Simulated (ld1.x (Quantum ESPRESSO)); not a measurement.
# u(r) = r·R(r): atom against pseudo-atom (phosphorus (P))

Columns: radius, all-electron u(r) and pseudo u(r) of the 3s shell (level -14.02 eV) of phosphorus in the configuration [Ne] 3s2 3p3; LDA (PZ), scalar-relativistic, TM scheme, ld1.x (Quantum ESPRESSO) 7.5.

| r (bohr) | all-electron | pseudo |
| --- | --- | --- |
| 0.090 | 0.1478 | 0.0334 |
| 0.180 | -0.1317 | 0.0673 |
| 0.270 | -0.3290 | 0.1023 |
| 0.360 | -0.3804 | 0.1392 |
| 0.450 | -0.3217 | 0.1786 |
| 0.540 | -0.1986 | 0.2217 |
| 0.630 | -0.0463 | 0.2698 |
| 0.720 | 0.1117 | 0.3243 |
| 0.810 | 0.2611 | 0.3863 |
| 0.900 | 0.3939 | 0.4558 |
| 0.990 | 0.5068 | 0.5303 |
| 1.080 | 0.5987 | 0.6045 |
| 1.170 | 0.6704 | 0.6710 |
| 1.260 | 0.7235 | 0.7235 |
| 1.350 | 0.7598 | 0.7598 |
| 1.440 | 0.7816 | 0.7816 |
| 1.530 | 0.7909 | 0.7909 |
| 1.620 | 0.7900 | 0.7900 |
| 1.710 | 0.7806 | 0.7806 |
| 1.800 | 0.7644 | 0.7644 |
| 1.890 | 0.7430 | 0.7430 |
| 1.980 | 0.7176 | 0.7176 |
| 2.070 | 0.6893 | 0.6893 |
| 2.160 | 0.6589 | 0.6589 |
| 2.250 | 0.6274 | 0.6274 |
| 2.340 | 0.5952 | 0.5952 |

Problem. How many radial nodes do the two functions have?

Solution. The all-electron 3s function has n − l − 1 = 2; the pseudo-wave has 0, since the states of the same l below it are removed with the core.

Problem. At about which radius was the pseudo-wave matched?

Solution. 1.30 bohr, where the columns begin to agree (steps of 0.09 bohr).

Problem. Is the pseudo-wave norm-conserving?

Solution. Yes: the TM scheme keeps the norm inside the radius equal to the all-electron one, which fixes the energy derivative of the logarithmic derivative at the level.
